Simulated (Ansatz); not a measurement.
Reaction (redistribution): `[OH][Al]([OH])[OH]` + `O[SiH2][GeH3]` → `O[SiH2][Al]([OH])[OH]` + `[OH][GeH3]`

Program: Ansatz. Geometries: PBE0-D4/def2-TZVP. ΔE: electronic, gas phase. CCSD(T)/CBS is the MP2 limit (def2-TZVPP, def2-QZVPP) plus CCSD(T) − MP2 in def2-TZVPP, frozen cores. Functionals use def2-TZVPP. B3LYP here is the variant with VWN-RPA as its local correlation; programs differ in this. For Ge outer-core shells are correlated without core-valence functions, which leaves a few kJ/mol of doubt a bond. Scalar relativity is left out up to krypton. Each species was taken in one conformer, which may not be the lowest.

| level | ΔE (eV) |
| --- | --- |
| PBE | 1.23 |
| B3LYP | 1.32 |

Task: What does CCSD(T)/CBS give? (An estimate is asked.)

Result: The calculation gave: +1.38 eV. The listed levels differ from it by -0.15, -0.06 eV.

Largest T1 diagnostic among the species: 0.013.

From PBE to PBE0 (25 % exact exchange), in def2-TZVPP and without D4, ΔE moves by +0.06 eV.
